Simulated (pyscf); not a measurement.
A first-order saddle from PySCF, ωB97X-D3(BJ)/def2-SVP:

```
Si
O 1 1.6405
H 2 0.9784 1 105.61
H 1 1.4765 2 123.17 3 59.21
H 1 1.4878 4 110.41 2 -125.66
O 3 1.9112 2 122.16 1 13.01
Si 6 1.5656 3 116.03 2 47.07
H 7 1.4869 6 122.21 3 -146.08
H 7 1.4875 8 110.69 6 157.55
H 1 1.6132 4 104.88 5 -100.06
```

Surface: singlet, charge 0. Lowest wavenumbers (cm⁻¹): 180i, 103, 288, 333, 384.

**Question.** What reaction is this the transition state of?

**Answer.** silanone (O=SiH₂) + silanol (HO–SiH₃) ⇌ HO–SiH₂–O–SiH₃, an addition across a multiple bond or ene-type step read from left to right: H–Si broken and O–Si, H–Si formed. At CCSD(T)/def2-TZVPP + ΔMP2(QZVPP) it lies -12.2 kcal/mol from the left side and +63.6 kcal/mol from the right (each side as separated species at their lowest minima found). On the reactant side the descent ends in a bound adduct, 17.1 kcal/mol under the separated species and 0.2 kcal/mol under the saddle at ωB97X-D3(BJ)/def2-TZVP. At CCSD(T) the saddle lies under the separated reactants, which points to a path from their complex (located at ωB97X-D3(BJ) alone). At the saddle there is also a short Si–Si contact that neither side keeps. At ωB97X-D3(BJ)/def2-TZVP the barrier from the zero used here is -16.9 kcal/mol. Another saddle between the same species, by other bonds, lies lower (-18.6 kcal/mol against -13.7 kcal/mol at ωB97M-D3(BJ)/def2-TZVP). The CCSD(T) − MP2 part came from Ansatz, without density fitting, on the same reference.
